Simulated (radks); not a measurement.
Coulomb parameter of the 4f shell of the europium ion Eu2+ in the model configuration [Xe] 4f6 5d1, as a second difference U = [E(n + 1) + E(n - 1) - 2 E(n)] / (1)^2 with all orbitals relaxed. "Bare": the charge of the atom changes with n. "Screened": the 5d shell takes up the change at fixed total charge, which measures U(4f,4f) + U(5d,5d) - 2 U(4f,5d). Method: scalar-relativistic Kohn-Sham, r2SCAN, spin-unpolarised, spherical densities, finite nucleus; meta-GGA in the generalised Kohn-Sham scheme; Fermi nuclear charge, rms radius 5.1115 fm; computed with a radial shooting solver on a logarithmic mesh with Libxc functionals.

case         configuration  E - E(n) (eV)
start         [Xe] 4f6 5d1          0.000
bare +1       [Xe] 4f7 5d1        -13.902
bare -1       [Xe] 4f5 5d1         30.516
screened +1       [Xe] 4f7         -4.688
screened -1   [Xe] 4f5 5d2          9.388

U(bare) = 16.614 eV, U(screened by 5d) = 4.700 eV, against the Slater integral F0(4f,4f) = 28.637 eV with frozen orbitals.
